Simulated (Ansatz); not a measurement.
The cluster Tl3Cl3⁺, relaxed as a doublet with UKS PBE-D4/def2-SVP in Ansatz, starting from the GFN2-xTB geometry. Force threshold 0.02 eV/Å.

In the def2 sets Tl takes a core potential; there is no spin–orbit coupling. In the doublet, Cl4 and Cl6 lie 2.72 Å apart (atoms count from 1), so these atoms are partly bonded to each other. Another isomer (doublet) lies 0.22 eV lower at PBE0-D4/def2-TZVP; other spin states weren't run for this one.

Start:

```
atom    x (Å)    y (Å)    z (Å)
 Tl1  -2.2241  -0.1137  -2.0657
 Tl2  -0.4721   1.7427   3.0084
 Tl3   2.6283  -1.3692  -0.6202
 Cl4   1.1261   0.0523   1.3559
 Cl5   0.4499  -0.8756  -2.2996
 Cl6  -1.5081   0.5635   0.6212
```

```json
{"step": "1", "energy (eV)": "-51627.4985", "largest force component (eV/Å)": "0.341", "SCF passes": "20"}
{"step": "2", "energy (eV)": "-51627.5485", "largest force component (eV/Å)": "0.087", "SCF passes": "22"}
{"step": "3", "energy (eV)": "-51627.5578", "largest force component (eV/Å)": "0.049", "SCF passes": "21"}
{"step": "4", "energy (eV)": "-51627.5591", "largest force component (eV/Å)": "0.012", "SCF passes": "20"}
{"step": "5", "energy (eV)": "-51627.5594", "largest force component (eV/Å)": "0.008", "SCF passes": "21"}
{"step": "6", "energy (eV)": "-51627.5598", "largest force component (eV/Å)": "0.012", "SCF passes": "19"}
{"step": "7", "energy (eV)": "-51627.5600", "largest force component (eV/Å)": "0.008", "SCF passes": "20"}
```

Force components are those of the run's own axes.

End:

Cartesian coordinates in Å:
```
Tl -2.093 -0.120 -2.115
Tl -0.498 1.793 3.193
Tl 2.586 -1.281 -0.745
Cl 1.054 0.060 1.434
Cl 0.452 -1.100 -2.472
Cl -1.501 0.647 0.705
```

By distances, no bond broke or formed. The bond that changes most is Tl3–Cl4, from 2.86 to 2.98 Å (atoms count from 1).

The force fell under the threshold at step 4, but the optimiser went on. No frequencies were taken in this run, so the end may be a saddle point.

Hardware: 4 threads of Arm Neoverse V2 on a shared host. Wall time 16 s.
